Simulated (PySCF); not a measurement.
C₃H₉ClSi, SMILES C[Si](C)(C)Cl.

Geometry: PBE-D3(BJ)/def2-SVP. The isomer is the one that the SMILES or the coordinates give; other isomers of the formula were not compared.

Calculation: PBE-D3(BJ)/def2-SVP (PySCF).

Frequencies are harmonic and unscaled.

Modes within 1.5 cm⁻¹ of each other (mostly degenerate sets) share a row, with their intensities summed.

Q: List the normal modes with their intensities. (The exact figures need the calculation; the answer reports its results.)

A: 
```json
[
 {"mode": "1", "ν (cm⁻¹)": "145", "IR (km/mol)": "0.0", "Raman (Å⁴/amu)": "0.0", "depolarisation": "–", "moving atoms (share of kinetic energy)": "H 100 %"},
 {"mode": "2–3", "ν (cm⁻¹)": "163", "IR (km/mol)": "0.1", "Raman (Å⁴/amu)": "0.1", "depolarisation": "–", "moving atoms (share of kinetic energy)": "H 98 %"},
 {"mode": "4–5", "ν (cm⁻¹)": "168", "IR (km/mol)": "1.2", "Raman (Å⁴/amu)": "5.3", "depolarisation": "0.75", "moving atoms (share of kinetic energy)": "C 51 %, H 31 %, Cl 17 %"},
 {"mode": "6", "ν (cm⁻¹)": "211", "IR (km/mol)": "0.5", "Raman (Å⁴/amu)": "1.4", "depolarisation": "0.75", "moving atoms (share of kinetic energy)": "H 36 %, C 34 %, Cl 19 %, Si 11 %"},
 {"mode": "7–8", "ν (cm⁻¹)": "224", "IR (km/mol)": "9.7", "Raman (Å⁴/amu)": "3.5", "depolarisation": "0.75", "moving atoms (share of kinetic energy)": "C 37 %, H 32 %, Si 24 %"},
 {"mode": "9", "ν (cm⁻¹)": "476", "IR (km/mol)": "38.6", "Raman (Å⁴/amu)": "11.5", "depolarisation": "0.06", "moving atoms (share of kinetic energy)": "Cl 45 %, Si 27 %, C 19 %, H 9 %"},
 {"mode": "10", "ν (cm⁻¹)": "622", "IR (km/mol)": "25.8", "Raman (Å⁴/amu)": "15.0", "depolarisation": "0.11", "moving atoms (share of kinetic energy)": "C 56 %, H 23 %, Si 19 %"},
 {"mode": "11", "ν (cm⁻¹)": "660", "IR (km/mol)": "0.0", "Raman (Å⁴/amu)": "0.0", "depolarisation": "–", "moving atoms (share of kinetic energy)": "H 85 %, C 15 %"},
 {"mode": "12–13", "ν (cm⁻¹)": "674", "IR (km/mol)": "4.2", "Raman (Å⁴/amu)": "8.5", "depolarisation": "0.75", "moving atoms (share of kinetic energy)": "H 55 %, C 35 %, Si 10 %"},
 {"mode": "14–15", "ν (cm⁻¹)": "744", "IR (km/mol)": "41.8", "Raman (Å⁴/amu)": "5.9", "depolarisation": "0.75", "moving atoms (share of kinetic energy)": "H 56 %, C 28 %, Si 15 %"},
 {"mode": "16–18", "ν (cm⁻¹)": "839", "IR (km/mol)": "345.7", "Raman (Å⁴/amu)": "0.9", "depolarisation": "0.75", "moving atoms (share of kinetic energy)": "H 56 %, C 23 %, Si 21 %"},
 {"mode": "19–20", "ν (cm⁻¹)": "1215", "IR (km/mol)": "70.4", "Raman (Å⁴/amu)": "1.8", "depolarisation": "0.75", "moving atoms (share of kinetic energy)": "H 77 %, C 23 %"},
 {"mode": "21", "ν (cm⁻¹)": "1223", "IR (km/mol)": "7.0", "Raman (Å⁴/amu)": "0.1", "depolarisation": "0.75", "moving atoms (share of kinetic energy)": "H 80 %, C 20 %"},
 {"mode": "22", "ν (cm⁻¹)": "1368", "IR (km/mol)": "0.0", "Raman (Å⁴/amu)": "0.0", "depolarisation": "–", "moving atoms (share of kinetic energy)": "H 95 %"},
 {"mode": "23–24", "ν (cm⁻¹)": "1376", "IR (km/mol)": "0.0", "Raman (Å⁴/amu)": "57.4", "depolarisation": "0.75", "moving atoms (share of kinetic energy)": "H 96 %"},
 {"mode": "25–26", "ν (cm⁻¹)": "1383", "IR (km/mol)": "9.0", "Raman (Å⁴/amu)": "11.6", "depolarisation": "0.75", "moving atoms (share of kinetic energy)": "H 96 %"},
 {"mode": "27", "ν (cm⁻¹)": "1395", "IR (km/mol)": "7.7", "Raman (Å⁴/amu)": "0.0", "depolarisation": "–", "moving atoms (share of kinetic energy)": "H 96 %"},
 {"mode": "28–29", "ν (cm⁻¹)": "2974", "IR (km/mol)": "3.8", "Raman (Å⁴/amu)": "1.8", "depolarisation": "0.75", "moving atoms (share of kinetic energy)": "H 97 %"},
 {"mode": "30", "ν (cm⁻¹)": "2975", "IR (km/mol)": "3.2", "Raman (Å⁴/amu)": "422.9", "depolarisation": "0.00", "moving atoms (share of kinetic energy)": "H 97 %"},
 {"mode": "31–32", "ν (cm⁻¹)": "3071", "IR (km/mol)": "0.8", "Raman (Å⁴/amu)": "57.5", "depolarisation": "0.75", "moving atoms (share of kinetic energy)": "H 91 %, C 9 %"},
 {"mode": "33", "ν (cm⁻¹)": "3073", "IR (km/mol)": "11.1", "Raman (Å⁴/amu)": "191.6", "depolarisation": "0.73", "moving atoms (share of kinetic energy)": "H 91 %, C 9 %"},
 {"mode": "34–36", "ν (cm⁻¹)": "3084", "IR (km/mol)": "8.1", "Raman (Å⁴/amu)": "250.3", "depolarisation": "0.75", "moving atoms (share of kinetic energy)": "H 91 %, C 9 %"}
]
```
